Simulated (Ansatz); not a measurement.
Molecule: YOCl, charge 0, multiplicity 1. SMILES: [Y](=[O])[Cl]
Coordinates optimised at B3LYP-D3(BJ)/def2-TZVP (Ansatz, a quantum-chemistry and plane-wave program):
```xyz
3

Y      0.4451     0.3154    -0.2408
O     -0.5412     1.5481    -1.1308
Cl    -0.7665    -1.4521     1.0847
```

Wanted: size of the dipole moment, in D. Set-up: dispersion terms only where a functional's name holds one; LANL2DZ with its own core potentials from Na on; STO-3G and 3-21G all-electron and non-relativistic; spin-orbit terms left out; def2 sets with scalar-relativistic core potentials past Kr; six Cartesian d functions in 6-31G* and its kin unless marked 5d. First-principles rows: single points at B3LYP-D3(BJ) geometries (Ansatz).

```json
[
 {"level": "B3LYP/STO-3G", "program": "Ansatz", "size of the dipole moment (D)": "5.68"},
 {"level": "B3LYP/3-21G", "program": "Ansatz", "size of the dipole moment (D)": "7.35"},
 {"level": "B3LYP/LANL2DZ", "program": "Ansatz", "size of the dipole moment (D)": "7.65"},
 {"level": "B3LYP/def2-SVP", "program": "Ansatz", "size of the dipole moment (D)": "7.23"},
 {"level": "B3LYP/6-31G* with LANL2DZ past Ar", "program": "Ansatz", "size of the dipole moment (D)": "7.40"}
]
```

No value to compare with is used here. The 5 habitual levels span 5.68 (B3LYP/STO-3G) to 7.65 D (B3LYP/LANL2DZ).

The sets are all those run for this method; left out are runs that failed, that the program found above a lower state of the same kind, or whose <S^2> lies over 0.5 above the pure value.
